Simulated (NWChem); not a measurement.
System: BNH₂Br₂; SMILES BrB(N)Br

Input file for NWChem:

```
start job
memory heap 200 mb stack 900 mb global 1100 mb
geometry units angstroms noautosym nocenter noautoz
  B      0.000000     0.000000    -0.634570
  Br     1.666344     0.000000     0.328149
  Br    -1.666344     0.000000     0.328149
  N      0.000000     0.000000    -2.019719
  H     -0.854898     0.000000    -2.561395
  H      0.854898     0.000000    -2.561395
end
basis spherical
  * library pcsseg-1
end
dft
  xc pbe0
  iterations 150
end
property
  shielding 4 1 2 4 5
end
task dft property
```

Excerpt of the output:

```
             Northwest Computational Chemistry Package (NWChem) 7.3.0
             --------------------------------------------------------

                             Geometry "geometry" -> ""
                             -------------------------

 Output coordinates in angstroms (scale by  1.889725989 to convert to a.u.)

  No.       Tag          Charge          X              Y              Z
 ---- ---------------- ---------- -------------- -------------- --------------
    1 B                    5.0000     0.00000000     0.00000000    -0.63457000
    2 Br                  35.0000     1.66634400     0.00000000     0.32814900
    3 Br                  35.0000    -1.66634400     0.00000000     0.32814900
    4 N                    7.0000     0.00000000     0.00000000    -2.01971900
    5 H                    1.0000    -0.85489800     0.00000000    -2.56139500
    6 H                    1.0000     0.85489800     0.00000000    -2.56139500

 Effective nuclear repulsion energy (a.u.)     426.3262810774

                              NWChem Property Module
                              ----------------------

  itol2e modified to match energy
  convergence criterion.

                                 NWChem DFT Module
                                 -----------------

 Summary of "ao basis" -> "ao basis" (spherical)
 ------------------------------------------------------------------------------
       Tag                 Description            Shells   Functions and Types
 ---------------- ------------------------------  ------  ---------------------
 B                          pcsseg-1                 7       17   3s3p1d
 Br                         pcsseg-1                15       41   5s7p3d
 N                          pcsseg-1                 7       17   3s3p1d
 H                          pcsseg-1                 3        5   2s1p

  itol2e modified to match energy
  convergence criterion.

            General Information
            -------------------
          SCF calculation type: DFT
          Wavefunction type:  closed shell.
          No. of atoms     :     6
          No. of electrons :    84
           Alpha electrons :    42
            Beta electrons :    42
          Charge           :     0
          Spin multiplicity:     1
          Use of symmetry is: off; symmetry adaption is: off
          Maximum number of iterations: 150
          AO basis - number of functions:   126
                     number of shells:    50
          Convergence on energy requested:  1.00D-07
          Convergence on density requested:  1.00D-05
          Convergence on gradient requested:  5.00D-04

              XC Information
              --------------
                         PBE0 Method XC Functional
                     Hartree-Fock (Exact) Exchange  0.250
          PerdewBurkeErnzerhof Exchange Functional  0.750
            Perdew 1991 LDA Correlation Functional  1.000 local
           PerdewBurkeErnz. Correlation Functional  1.000 non-local

             Grid Information
             ----------------
          Grid used for XC integration:  fine
          Radial quadrature: Mura-Knowles
          Angular quadrature: Lebedev.
          Tag              B.-S. Rad. Rad. Pts. Rad. Cut. Ang. Pts.
          ---              ---------- --------- --------- ---------
          B                   0.85       70           8.0       590
          Br                  1.15      140          11.0       974
          N                   0.65       70           9.0       590
          H                   0.35       60          10.0       590
          Grid pruning is: on
          Number of quadrature shells:   540
          Spatial weights used:  Erf1

      Superposition of Atomic Density Guess
      -------------------------------------

 Sum of atomic energies:       -5224.01072212

      Non-variational initial energy
      ------------------------------

 Total energy =   -5225.494175
 1-e energy   =   -8122.134662
 2-e energy   =    2470.314206
 HOMO         =      -0.371478
 LUMO         =       0.069305

   convergence    iter        energy       DeltaE   RMS-Dens  Diis-err
 ---------------- ----- ----------------- --------- --------- ---------
 d= 0,ls=0.0,diis     1  -5227.9160886328 -5.65D+03  6.66D-03  2.87D+00
 d= 0,ls=0.0,diis     2  -5227.9091631492  6.93D-03  6.11D-03  7.35D-01
 d= 0,ls=0.0,diis     3  -5227.9399295853 -3.08D-02  2.79D-03  4.26D-01
 d= 0,ls=0.0,diis     4  -5227.9934112415 -5.35D-02  1.46D-04  1.20D-03
 d= 0,ls=0.0,diis     5  -5227.9934964592 -8.52D-05  7.75D-05  2.02D-04
  Resetting Diis
 d= 0,ls=0.0,diis     6  -5227.9935093838 -1.29D-05  2.27D-05  2.26D-05
 d= 0,ls=0.0,diis     7  -5227.9935118565 -2.47D-06  1.14D-05  1.12D-06
 d= 0,ls=0.0,diis     8  -5227.9935117541  1.02D-07  6.69D-06  1.75D-06
 d= 0,ls=0.0,diis     9  -5227.9935119934 -2.39D-07  9.64D-07  3.80D-08
 d= 0,ls=0.0,diis    10  -5227.9935119963 -2.86D-09  8.04D-08  4.06D-10

         Total DFT energy =    -5227.993511996283
      One electron energy =    -8125.307341317884
           Coulomb energy =     2664.774357622047
    Exchange-Corr. energy =     -193.786809377856
 Nuclear repulsion energy =      426.326281077409

 Numeric. integr. density =       83.999999895735

                       DFT Final Molecular Orbital Analysis
                       ------------------------------------

[...]

          -----------------------------------------
          Chemical Shielding Tensors (GIAO, in ppm)
          -----------------------------------------

                                NWChem CPHF Module
                                ------------------

  scftype          =     RHF
  nclosed          =       42
  nopen            =        0
  variables        =     3528
  # of vectors     =        3
  tolerance        = 0.10D-03
  level shift      = 0.00D+00
  max iterations   =       50
  max subspace     =       30

 SCF residual:    1.0962019680259385E-005

Iterative solution of linear equations
  No. of variables     3528
  No. of equations        3
  Maximum subspace       30
        Iterations       50
       Convergence  1.0D-04

   iter   nsub   residual    time
   ----  ------  --------  ---------
     1      3    5.35D-01      90.9
     2      6    1.71D-02     100.4
     3      9    1.24D-03     108.6
     4     12    6.52D-05     116.0

      Atom:    1  B
        Diamagnetic
    207.8192      0.0000      0.0000
      0.0000    171.6870     -0.0000
      0.0000     -0.0000    198.8329

        Paramagnetic
   -169.0377     -0.0000      0.0000
     -0.0000    -89.1800      0.0000
      0.0000      0.0000   -140.7294

        Total Shielding Tensor
     38.7815      0.0000      0.0000
      0.0000     82.5071     -0.0000
      0.0000     -0.0000     58.1035

           isotropic =      59.7973
          anisotropy =      34.0646

          Principal Components and Axis System
                 1           2           3
               82.5071     58.1035     38.7815

      1         0.0000      0.0000      1.0000
      2         1.0000      0.0000     -0.0000
      3        -0.0000      1.0000     -0.0000

      Atom:    2  Br
        Diamagnetic
   3129.8001      0.0000      3.9654
      0.0000   3119.5641     -0.0000
      3.9654     -0.0000   3122.6971

        Paramagnetic
   -459.6620      0.0000    248.5079
      0.0000   -747.9851     -0.0000
    248.5079     -0.0000  -1082.0338

        Total Shielding Tensor
   2670.1382      0.0000    252.4734
      0.0000   2371.5791     -0.0000
    252.4734     -0.0000   2040.6633

           isotropic =    2360.7935
          anisotropy =     597.1426

          Principal Components and Axis System
                 1           2           3
             2758.8886   2371.5791   1951.9129

      1         0.9434      0.0000     -0.3316
      2        -0.0000      1.0000      0.0000
      3         0.3316     -0.0000      0.9434

      Atom:    3  N
        Diamagnetic
    322.2515     -0.0000      0.0000
     -0.0000    299.2337      0.0000
      0.0000      0.0000    334.1488

        Paramagnetic
   -265.3838     -0.0000      0.0000
     -0.0000   -123.3324      0.0000
      0.0000      0.0000   -126.1369

        Total Shielding Tensor
     56.8677     -0.0000      0.0000
     -0.0000    175.9012      0.0000
      0.0000      0.0000    208.0119

           isotropic =     146.9269
          anisotropy =      91.6274

          Principal Components and Axis System
                 1           2           3
              208.0119    175.9012     56.8677

      1         0.0000     -0.0000      1.0000
      2         0.0000      1.0000      0.0000
      3         1.0000     -0.0000     -0.0000

      Atom:    4  H
        Diamagnetic
     35.1032     -0.0000      8.2945
     -0.0000     18.4619      0.0000
      8.2945      0.0000     35.1581

        Paramagnetic
     -7.2374      0.0000     -3.4921
      0.0000      2.4826     -0.0000
     -3.4921     -0.0000     -2.6245

        Total Shielding Tensor
     27.8658     -0.0000      4.8024
     -0.0000     20.9444     -0.0000
      4.8024     -0.0000     32.5336

           isotropic =      27.1146
          anisotropy =      12.6369

          Principal Components and Axis System
                 1           2           3
               35.5393     24.8602     20.9444

      1         0.5305      0.8477     -0.0000
      2        -0.0000      0.0000      1.0000
      3         0.8477     -0.5305      0.0000
```

Level: PBE0/pcSseg-1, GIAO. Geometry: optimised at PBE0/def2-SVP. The output numbers the shielded atoms by their place in the input's list. The printed shielding anisotropy is the first printed principal value minus the mean of the other two.
